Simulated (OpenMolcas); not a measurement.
Computed levels of 4s² 4p in ions with 31 electrons, in cm-1 above ²P°_1/2.

```json
{
  "Program": "OpenMolcas 26.06",
  "Method": "SS-CASPT2, IPEA 0.25 Eh, imaginary shift 0.1 Eh",
  "Basis": "ANO-R2",
  "Scalar Hamiltonian": "X2C, finite nucleus",
  "Spin-orbit coupling": "state interaction with AMFI integrals over the reference wave functions, term energies averaged over their components"
}
```

Active space for each ion: 3 electrons in 4 orbitals (4s 4p); closed shells correlated by CASPT2: 3d.

| Level | As2+ | Br4+ | Kr5+ |
| --- | --- | --- | --- |
| ²P°_3/2 | 2590 | 5500 | 7410 |

Estimate ²P°_3/2 for Se3+ from its neighbours As2+ and Br4+.

²P°_3/2 is fine structure, which grows about as the fourth power of a screened charge, so the fourth roots are averaged: ((2590^0.25 + 5500^0.25) / 2)^4 = 3842. The calculation gives 3870, so the estimate is off by -0.7 %; the measured value is 4376 (Moore, Atomic Energy Levels, vol. II, NSRDS-NBS 35 (1971 reprint of NBS Circular 467, 1952)).

Over all roots computed the reference weight is 0.88 to 0.96 in As2+, 0.88 to 0.97 in Se3+, 0.88 to 0.97 in Br4+, 0.89 to 0.98 in Kr5+; the roots of lowest weight are the least certain, and an intruder state may touch them. Measured partners are found by configuration, term and J. A level has none where our copy of the source lacks it or the pairing is in doubt (some pairs that miss far off the trend of their configuration count as doubtful), and it then counts in no deviation. Only configurations of the active space appear.

° marks odd parity.
